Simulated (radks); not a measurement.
Q: Coherent X-ray form factor from a spherical all-electron density. Method: scalar-relativistic Kohn-Sham, XLYP, spin-polarised, spherical densities, point nucleus; computed with a radial shooting solver on a logarithmic mesh with Libxc functionals.

sin(theta)/lambda (1/angstrom)  f0 (electrons)
0.05                                    37.453
0.1                                     35.962
0.15                                    33.874
0.2                                     31.549
0.25                                    29.250
0.3                                     27.124
0.4                                     23.580
0.5                                     20.867
0.6                                     18.676
0.8                                     14.989
1                                       11.887
1.25                                     9.022
1.5                                      7.251
2                                        5.554

The species is in the configuration that NIST lists as its ground one. Which atom or ion scatters so?

A: The zirconium ion Zr2+, [Kr] 4d2. Extrapolating in s^2 from the first two rows gives f0(0) = 38.0, near the electron count 38; among species with that count, the fall with angle is slower the higher Z, and the table is that of Z = 40; from so few rows the species is fixed only to a neighbour or two.
